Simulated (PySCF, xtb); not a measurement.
diarsenic (As2), SMILES [As]#[As].

GFN2-xTB run with xtb 6.7.1 at its own geometry gives an orbital gap of 2.73 eV and a dipole moment of 0.00 D.

The structure is a stationary point at PBE-D3(BJ)/def2-TZVP.

Problem. What does PySCF with ωB97X/def2-TZVPD give? (Estimate from the structure and the level; the computed values follow.)

Solution. gap 8.63 eV (levels -9.42 and -0.79 eV), dipole 0.00 D.
